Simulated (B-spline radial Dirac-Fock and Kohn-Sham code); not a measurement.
These are calculated numbers from a radial B-spline solver; the model is Dirac-Fock energy differences between relaxed states, corrected for Breit and QED terms. Correlation and solid-state effects are left out.

Question: An atom or ion in its tabulated ground configuration has these computed binding energies (the last is its least bound level). Which is it?

```tsv
level	binding energy (eV)
1s	44886.7
2s	9590.2
2p3/2	8730.9
3s	3761.1
3p	3553.4
```

Answer: Pr⁴⁴⁺: Z = 59 with 15 electrons, [Ne] 3s2 3p3. The hydrogen-like estimate √(E/Ry) = 57.4 for the K level lies 1.6 below Z (screening lowers it, relativity raises it); the outermost level, at 3553.4 eV, fixes the charge.
